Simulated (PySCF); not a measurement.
# Sb⁺: excitation energy

Sb⁺ [Kr] 4d10 5s2 5p2 (3P) → Sb⁺ [Kr] 4d10 5s1 5p2 6s1 (5P), as a difference of total energies. Calculation: PySCF 2.14, in aug-cc-pVTZ-PP with ECP28MDF; scalar relativity through the core potential. Correlated levels: valence: 4s2 4p6 4d10 frozen. The calculations carry no spin-orbit coupling.

| method | excitation energy (eV) |
| --- | --- |
| UHF | 13.666 |
| LDA | 16.033 |
| PBE | 15.630 |
| PBE0 | 15.401 |
| wB97M-V | 15.478 |
| HSE06 | 15.443 |
| PBEsol | 15.649 |
| MP2 (valence) | 14.516 |
| SCS-MP2 (valence) | 14.851 |

**Question.** How much does correlation contribute at MP2 (valence)?

**Answer.** 14.516 − (13.666) = 0.850 eV, measured against UHF.

The promoted electron is Rydberg-like, and one or two diffuse shells describe it only roughly, which tends to raise the upper state.
